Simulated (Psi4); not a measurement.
C2H7BrO2Si, singlet, geometry from GFN2-xTB; HF/def2-TZVPD (Psi4).

Psi4 was given this input:
```
memory 2 GB

molecule mol {
0 1
  Si    0.274914   -0.988227    0.252362
  O     1.408567   -1.790154   -0.553531
  Br    0.989412    1.031579    0.807079
  O    -0.986300   -0.799549   -0.725553
  C    -2.150695   -0.034658   -0.560670
  C    -2.817340    0.169790   -1.910444
  H     0.050052   -1.721236    1.474884
  H     1.558783   -1.672559   -1.487932
  H    -2.823052   -0.563913    0.124554
  H    -1.895562    0.933807   -0.113028
  H    -3.729647    0.745292   -1.784257
  H    -3.059763   -0.791492   -2.356834
  H    -2.148958    0.706828   -2.578846
}

set basis def2-tzvpd
set reference rhf

energy('scf')
print_variables()
```

It wrote (shortened):

```
   => Loading Basis Set <=

    Name: DEF2-TZVPD
    Role: ORBITAL
    Keyword: BASIS

         ---------------------------------------------------------
                                   SCF
               by Justin Turney, Rob Parrish, Andy Simmonett
                          and Daniel G. A. Smith
                              RHF Reference
         ---------------------------------------------------------

  ==> Geometry <==

    Molecular point group: c1
    Full point group: C1

    Geometry (in Angstrom), charge = 0, multiplicity = 1:

       Center              X                  Y                   Z               Mass
    ------------   -----------------  -----------------  -----------------  -----------------
         SI           0.152698538336    -1.056372783785     0.170760288549    27.976926534650
         O            1.286351538336    -1.858299783785    -0.635132711451    15.994914619570
         BR           0.867196538336     0.963433216215     0.725477288549    78.918337600000
         O           -1.108515461664    -0.867694783785    -0.807154711451    15.994914619570
         C           -2.272910461664    -0.102803783785    -0.642271711451    12.000000000000
         C           -2.939555461664     0.101644216215    -1.992045711451    12.000000000000
         H           -0.072163461664    -1.789381783785     1.393282288549     1.007825032230
         H            1.436567538336    -1.740704783785    -1.569533711451     1.007825032230
         H           -2.945267461664    -0.632058783785     0.042952288549     1.007825032230
         H           -2.017777461664     0.865661216215    -0.194629711451     1.007825032230
         H           -3.851862461664     0.677146216215    -1.865858711451     1.007825032230
         H           -3.181978461664    -0.859637783785    -2.438435711451     1.007825032230
         H           -2.271173461664     0.638682216215    -2.660447711451     1.007825032230

  Running in c1 symmetry.

  Rotational constants: A =      0.08292  B =      0.03730  C =      0.02778 [cm^-1]
  Rotational constants: A =   2485.83348  B =   1118.15179  C =    832.80715 [MHz]
  Nuclear repulsion =  535.589479001241102

  Charge       = 0
  Multiplicity = 1
  Electrons    = 84
  Nalpha       = 42
  Nbeta        = 42

  ==> Algorithm <==

  SCF Algorithm Type is DF.
  DIIS enabled.
  MOM disabled.
  Fractional occupation disabled.
  Guess Type is SAD.
  Energy threshold   = 1.00e-06
  Density threshold  = 1.00e-06
  Integral threshold = 1.00e-12

  ==> Primary Basis <==

  Basis Set: DEF2-TZVPD
    Blend: DEF2-TZVPD
    Number of shells: 123
    Number of basis functions: 317
    Number of Cartesian functions: 355
    Spherical Harmonics?: true
    Max angular momentum: 3

   => Loading Basis Set <=

    Name: (DEF2-TZVPD AUX)
    Role: JKFIT
    Keyword: DF_BASIS_SCF

  ==> Integral Setup <==

  SCF_SUBTYPE=INCORE selected. In-core MEM_DF algorithm will be used.
  Using in-core AOs.

  ==> MemDFJK: Density-Fitted J/K Matrices <==

    J tasked:                   Yes
    K tasked:                   Yes
    wK tasked:                   No
    Algorithm:                 Core
    Schwarz Cutoff:           1E-12
    Mask sparsity (%):       5.8116
    Fitting Condition:        1E-10

   => Auxiliary Basis Set <=

  Basis Set: (DEF2-TZVPD AUX)
    Blend: DEF2-UNIVERSAL-JKFIT
    Number of shells: 240
    Number of basis functions: 824
    Number of Cartesian functions: 1030
    Spherical Harmonics?: true
    Max angular momentum: 5

  Minimum eigenvalue in the overlap matrix is 1.1875700540E-05.
  Reciprocal condition number of the overlap matrix is 8.8967037666E-07.
    Using symmetric orthogonalization.

  ==> Pre-Iterations <==

  SCF Guess: Superposition of Atomic Densities via on-the-fly atomic UHF (no occupation information).

   -------------------------
    Irrep   Nso     Nmo
   -------------------------
     A        317     317
   -------------------------
    Total     317     317
   -------------------------

  ==> Iterations <==

                           Total Energy        Delta E     RMS |[F,P]|

   @DF-RHF iter SAD: -3088.68594111049242   -3.08869e+03   0.00000e+00
   @DF-RHF iter   1: -3090.75994393894871   -2.07400e+00   4.32851e-03 DIIS/ADIIS
   @DF-RHF iter   2: -3091.04930034425888   -2.89356e-01   2.41329e-03 DIIS/ADIIS
   @DF-RHF iter   3: -3091.15133090892004   -1.02031e-01   1.72865e-04 DIIS/ADIIS
   @DF-RHF iter   4: -3091.15334101649069   -2.01011e-03   7.62469e-05 DIIS
   @DF-RHF iter   5: -3091.15363324182454   -2.92225e-04   1.63605e-05 DIIS
   @DF-RHF iter   6: -3091.15365494508433   -2.17033e-05   4.33144e-06 DIIS
   @DF-RHF iter   7: -3091.15365690419958   -1.95912e-06   1.30311e-06 DIIS
   @DF-RHF iter   8: -3091.15365707189949   -1.67700e-07   4.44272e-07 DIIS
  Energy and wave function converged.

  ==> Post-Iterations <==

    Orbital Energies [Eh]
    ---------------------

    Doubly Occupied:

[...]
    Virtual:

[...]
    Final Occupation by Irrep:
              A
    DOCC [    42 ]
    NA   [    42 ]
    NB   [    42 ]

  @DF-RHF Final Energy: -3091.15365707189949

   => Energetics <=

    Nuclear Repulsion Energy =            535.5894790012411022
    One-Electron Energy =               -5366.1864177035749890
    Two-Electron Energy =                1739.4432816304342850
    Total Energy =                      -3091.1536570718999428

Computation Completed

Properties will be evaluated at   0.000000,   0.000000,   0.000000 [a0]

Properties computed using the SCF density matrix

 Multipole Moments:

 ------------------------------------------------------------------------------------
     Multipole            Electronic (a.u.)      Nuclear  (a.u.)        Total (a.u.)
 ------------------------------------------------------------------------------------

 L = 1.  Multiply by 2.5417464519 to convert [e a0] to [Debye]
 Dipole X            :         18.6627482          -19.4001245           -0.7373763
 Dipole Y            :         10.7503057          -10.8172909           -0.0669852
 Dipole Z            :         12.4607742          -12.9531764           -0.4924022
 Magnitude           :                                                    0.8891967

 ------------------------------------------------------------------------------------

  Variable Map:
  ----------------------------------------------------------------------------
[...]
  Array Variable Map:
  ----------------------------------------------------------------------------
[...]
[...]
```
